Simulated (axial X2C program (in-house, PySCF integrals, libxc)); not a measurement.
# Spin–orbit effects down a group: molecules with B (ions), HF

Computed with an axial X2C code built on PySCF integrals, spin-free (one-electron X2C) or two-component (2c: spin–orbit coupling with atomic mean-field Coulomb and Gaunt terms, which also bring small scalar terms), in Dyall basis sets with cores contracted in-house; open shells are unrestricted.

Basis sets: B dyall-av3z, K dyall-acv3z, Li dyall-av3z, Na dyall-av3z, Rb dyall-acv3z.

```
molecule   spin-free state  Re (Å)  ωe (cm⁻¹)  De (eV)  2c state  Re 2c (Å)  ωe 2c (cm⁻¹)  De 2c (eV)
    LiB⁻  M_S = 3/2, Λ = 1   2.244      456.4      n/a   Ω = 1/2      2.244         456.4         n/a
    NaB⁻  M_S = 3/2, Λ = 0   2.550      265.9      n/a   Ω = 3/2      2.550         265.9         n/a
     KB⁻  M_S = 1/2, Λ = 1   3.074      220.2     0.84   Ω = 1/2      3.074         220.2        0.80
    RbB⁻  M_S = 1/2, Λ = 1   3.226      196.8     0.79   Ω = 1/2      3.224         196.9        0.79
```

Fragments in 2c: B + Li-, Na- + B, K- + B, Rb- + B. Each entry is the lowest single determinant of a limited PBE0 search at one distance. De goes to single-determinant-based atoms at the same level (for ions the charge split of lowest energy) and is withheld (n/a) where an atom does not fit its ground term or J level. Main or longest-lived isotopes. One determinant is a doubtful description, or other states lie close, for LiB⁻, NaB⁻, KB⁻, RbB⁻; these need not be ground states, and all values refer to the states named. With several unpaired electrons the Ω given is that of one determinant, not necessarily of the lowest component. Some light 2c atoms are not at their ground J level, so De misses part of their lowering (0.04 eV or less).
